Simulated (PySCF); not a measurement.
Electron correlation in Fe (iron, neutral)

[Ar] 3d6 4s2, high-spin 5D determinant. Computed with PySCF 2.14 in aug-cc-pVTZ (8s7p5d3f2g, 93 functions), with the non-relativistic Hamiltonian (point nucleus). Frozen: [Ar]; 8 electrons correlated.

```csv
level,correlation energy (mhartree)
CCSD,-196.69
(T),-7.31
CCSD(T),-204.00
```

Diagnostics: T1 = 0.024, D1 = 0.0748, largest double amplitude 0.063.

Cost of the coupled-cluster step: about 50 core-seconds, for 8 correlated electrons.

Iterations:

```
CC2 = 0
CCSD nocc = (np.int64(6), np.int64(2)), nmo = (84, 84)
frozen orbitals [[0, 1, 2, 3, 4, 5, 6, 7, 8], [0, 1, 2, 3, 4, 5, 6, 7, 8]]
max_cycle = 100
direct = 0
conv_tol = 1e-08
conv_tol_normt = 1e-06
diis_space = 8
diis_start_cycle = 0
Init t2, MP2 energy = -0.186674249957626
Init E_corr(UCCSD) = -0.186674249958936
cycle = 1  E_corr(UCCSD) = -0.189516513822809  dE = -0.00284226386  norm(t1,t2) = 0.0754287
cycle = 2  E_corr(UCCSD) = -0.194051496445188  dE = -0.00453498262  norm(t1,t2) = 0.0301815
cycle = 3  E_corr(UCCSD) = -0.196076346087005  dE = -0.00202484964  norm(t1,t2) = 0.01557
cycle = 4  E_corr(UCCSD) = -0.196640166246458  dE = -0.000563820159  norm(t1,t2) = 0.00359571
cycle = 5  E_corr(UCCSD) = -0.19666041419025  dE = -2.02479438e-05  norm(t1,t2) = 0.00157218
cycle = 6  E_corr(UCCSD) = -0.196672688174937  dE = -1.22739847e-05  norm(t1,t2) = 0.000810557
cycle = 7  E_corr(UCCSD) = -0.196692683378128  dE = -1.99952032e-05  norm(t1,t2) = 0.000450966
cycle = 8  E_corr(UCCSD) = -0.196693922624162  dE = -1.23924603e-06  norm(t1,t2) = 0.000211408
cycle = 9  E_corr(UCCSD) = -0.196692202200791  dE = 1.72042337e-06  norm(t1,t2) = 0.000122762
cycle = 10  E_corr(UCCSD) = -0.196692215823422  dE = -1.36226312e-08  norm(t1,t2) = 6.21078e-05
cycle = 11  E_corr(UCCSD) = -0.196692726258208  dE = -5.10434786e-07  norm(t1,t2) = 3.5229e-05
cycle = 12  E_corr(UCCSD) = -0.19669209016353  dE = 6.36094679e-07  norm(t1,t2) = 2.11395e-05
cycle = 13  E_corr(UCCSD) = -0.196692013743059  dE = 7.64204709e-08  norm(t1,t2) = 1.3948e-05
cycle = 14  E_corr(UCCSD) = -0.196691916255158  dE = 9.74879008e-08  norm(t1,t2) = 1.14842e-05
cycle = 15  E_corr(UCCSD) = -0.196691929136278  dE = -1.288112e-08  norm(t1,t2) = 9.57149e-06
cycle = 16  E_corr(UCCSD) = -0.196692078420854  dE = -1.49284576e-07  norm(t1,t2) = 7.38805e-06
cycle = 17  E_corr(UCCSD) = -0.19669205439754  dE = 2.40233143e-08  norm(t1,t2) = 5.25191e-06
cycle = 18  E_corr(UCCSD) = -0.196692010696995  dE = 4.3700545e-08  norm(t1,t2) = 3.15165e-06
cycle = 19  E_corr(UCCSD) = -0.196692013172233  dE = -2.47523771e-09  norm(t1,t2) = 1.58605e-06
cycle = 20  E_corr(UCCSD) = -0.19669201997113  dE = -6.7988975e-09  norm(t1,t2) = 9.56346e-07
UCCSD converged
E(UCCSD) = -1262.650486018855  E_corr = -0.1966920199711301
UCCSD(T) correction = -0.00731228198720012
```
